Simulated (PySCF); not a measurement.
C₃H₁₂Si₃, SMILES C=CC([SiH3])([SiH3])[SiH3]. Atoms are numbered in the order given.

```xyz
18

C      2.2324    -1.3323     0.0000
C      0.8841    -1.3128     0.0000
C     -0.0192    -0.1021     0.0000
Si    -1.1395    -0.1886     1.5491
Si     0.8980     1.5707     0.0000
Si    -1.1395    -0.1886    -1.5491
H      2.7807    -2.2864     0.0000
H      2.8412    -0.4130     0.0000
H      0.3603    -2.2896     0.0000
H     -2.1597     0.9174     1.5235
H     -1.8551    -1.5138     1.5708
H     -0.3049    -0.0657     2.7946
H      1.7639     1.7052     1.2240
H     -0.1195     2.6782     0.0000
H      1.7639     1.7052    -1.2240
H     -1.8551    -1.5138    -1.5708
H     -0.3049    -0.0657    -2.7946
H     -2.1597     0.9174    -1.5235
```
Charge 0, spin multiplicity 1.

The structure is a stationary point at PBE-D3(BJ)/def2-SVP. The structure was generated by enumeration, and PubChem lists no compound with its InChIKey, so it may never have been made. The values are those of a single conformer.

Two levels are set side by side: PBE/pcSseg-1 (PySCF) and PBE0/pcSseg-1 (PySCF). GIAO shifts against TMS (²⁹Si), TMS (¹H), TMS (¹³C) at the same level; non-relativistic, no solvent, atoms listed together averaged. Differences are taken from unrounded values.

```json
[
 {"quantity": "δ(¹³C) of C1 (ppm)", "PBE0": "127.0", "PBE": "124.7", "PBE minus PBE0": "-2.3"},
 {"quantity": "δ(¹³C) of C2 (ppm)", "PBE0": "150.4", "PBE": "149.3", "PBE minus PBE0": "-1.1"},
 {"quantity": "δ(¹³C) of C3 (ppm)", "PBE0": "7.1", "PBE": "11.4", "PBE minus PBE0": "4.3"},
 {"quantity": "δ(¹H) of H7, H8 (ppm)", "PBE0": "5.85", "PBE": "5.79", "PBE minus PBE0": "-0.05"},
 {"quantity": "δ(¹H) of H9 (ppm)", "PBE0": "6.46", "PBE": "6.49", "PBE minus PBE0": "0.04"}
]
```

Rough cost on one machine, each run with all the roots and properties that it gave: PBE0 against PBE within a factor of 2.
